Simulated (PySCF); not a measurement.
Job file and geometry (Å, from PBE0-D3(BJ)/def2-SVP) of an NMR shielding run on SMILES CC(=O)O[SiH]1CC=CC1, C$_{6}$H$_{10}$O$_{2}$Si, PySCF 2.14.0, density-fitted response routines, GIAO PBE0/pcSseg-1 NMR shielding, non-relativistic, gas phase; density fitting, a coarse starting grid and PySCF grid level 2 are the driver's defaults:

```
$ OMP_NUM_THREADS=1 python probes_run.py task.json out

{"job": {"kind": "nmr", "xc": "PBE0", "basis": "pcSseg-1"}, "charge": 0, "multiplicity": 1}
C      2.979583    -0.079919     0.125235
C      1.771230    -0.965122     0.106129
O      1.668437    -2.018181     0.688158
O      0.774165    -0.475696    -0.637047
Si    -0.659073    -1.435619    -0.723877
C     -1.956179    -0.363104    -1.575738
C     -2.998469    -0.206727    -0.497173
C     -2.803509    -0.790618     0.695409
C     -1.545768    -1.585138     0.930820
H      3.751439    -0.512060     0.770887
H      3.364050     0.037865    -0.898555
H      2.699385     0.922349     0.480738
H     -0.316483    -2.701224    -1.426149
H     -1.537785     0.610337    -1.886523
H     -2.375146    -0.821087    -2.488119
H     -3.902566     0.380183    -0.693782
H     -3.544713    -0.690985     1.496300
H     -0.939620    -1.174828     1.756623
H     -1.754114    -2.632041     1.210125
```

Problem. Write the output of this run.

Solution. 
```
coarse grid: 16512 points
cycle   1  E = -673.7771623874  dE =  1.292e+00  |g| = 9.817e-01  |ddm| = 3.946e+00
cycle   2  E = -673.4862332130  dE =  2.909e-01  |g| = 1.602e+00  |ddm| = 1.734e+00
cycle   3  E = -673.9498370667  dE = -4.636e-01  |g| = 2.773e-01  |ddm| = 1.190e+00
cycle   4  E = -673.9638027921  dE = -1.397e-02  |g| = 8.227e-02  |ddm| = 2.295e-01
cycle   5  E = -673.9648086107  dE = -1.006e-03  |g| = 2.886e-02  |ddm| = 6.211e-02
cycle   6  E = -673.9649841480  dE = -1.755e-04  |g| = 4.774e-03  |ddm| = 2.256e-02
cycle   7  E = -673.9649887767  dE = -4.629e-06  |g| = 1.512e-03  |ddm| = 5.097e-03
final grid: 155312 points
cycle   8  E = -674.0384729602  dE = -1.840e-05  |g| = 1.396e-02  |ddm| = 2.711e-02
cycle   9  E = -674.0384204874  dE =  5.247e-05  |g| = 2.177e-02  |ddm| = 2.372e-02
cycle  10  E = -674.0385107997  dE = -9.031e-05  |g| = 2.530e-03  |ddm| = 1.469e-02
cycle  11  E = -674.0385120222  dE = -1.223e-06  |g| = 4.678e-04  |ddm| = 1.825e-03
cycle  12  E = -674.0385120551  dE = -3.291e-08  |g| = 1.788e-04  |ddm| = 3.928e-04
cycle  13  E = -674.0385120616  dE = -6.422e-09  |g| = 3.429e-05  |ddm| = 1.574e-04
cycle  14  E = -674.0385120618  dE = -2.074e-10  |g| = 1.671e-05  |ddm| = 4.235e-05
converged SCF energy = -674.0385120618

GIAO shielding tensors (ppm)
atom      isotropic    diamagn.    paramagn.     s11        s22        s33       span
  0 C      161.788     247.898     -86.110    140.639    152.368    192.357     51.718
  1 C        6.024     250.020    -243.996    -92.590     36.244     74.419    167.009
  2 O     -140.841     403.221    -544.062   -399.750   -255.062    232.290    632.040
  3 O      106.720     404.350    -297.630    -35.709    160.440    195.430    231.139
  4 Si     324.965     881.775    -556.811    279.167    341.392    354.335     75.168
  5 C      167.584     256.710     -89.126    154.633    164.849    183.270     28.637
  6 C       44.559     255.245    -210.687    -69.077     61.609    141.145    210.223
  7 C       43.766     255.631    -211.865    -69.826     59.380    141.744    211.571
  8 C      163.895     256.496     -92.601    147.553    162.542    181.591     34.038
  9 H       29.507      26.572       2.935     25.316     27.904     35.302      9.986
 10 H       29.035      27.279       1.756     25.393     28.065     33.647      8.254
 11 H       29.080      29.892      -0.812     25.363     28.452     33.426      8.063
 12 H       25.871      29.306      -3.434     22.637     24.164     30.813      8.175
 13 H       29.611      33.587      -3.976     25.347     27.490     35.994     10.647
 14 H       29.728      29.297       0.431     25.452     27.067     36.664     11.212
 15 H       25.196      29.236      -4.039     22.877     25.484     27.228      4.350
 16 H       25.171      29.413      -4.242     22.877     25.545     27.090      4.213
 17 H       29.650      34.376      -4.726     25.165     28.443     35.342     10.177
 18 H       29.473      29.770      -0.297     25.008     27.410     36.001     10.992
```

Problem. Turn these shieldings into chemical shifts. Scale: ¹³C (σref 184.41), ²⁹Si (σref 351.99), ¹H (σref 31.27) vs TMS; ¹⁷O (σref 334.56) vs H2O (reference shieldings calculated alike).

Solution. Averaging equivalent atoms: C 1: 178.4; C 6/7: 140.2; C 0: 22.6; C 5/8: 18.7; O 2: 475.4; O 3: 227.8; Si 4: 27.0; H 15/16: 6.08; H 12: 5.40; H 9/10/11: 2.06; H 14/18: 1.67; H 13/17: 1.64 ppm. Unscaled 17O shifts of doubly bonded oxygen tend to come out too high, by tens of ppm or more. Experimental scales use liquid or dissolved standards, which lie at an offset from isolated H2O (liquid H2O: subtract about 36 ppm).

Size and cost of the density-fitted run: 210 basis functions, 72 s wall time on 1 thread of an Arm Neoverse N1, shared host; peak memory 0.97 GiB.
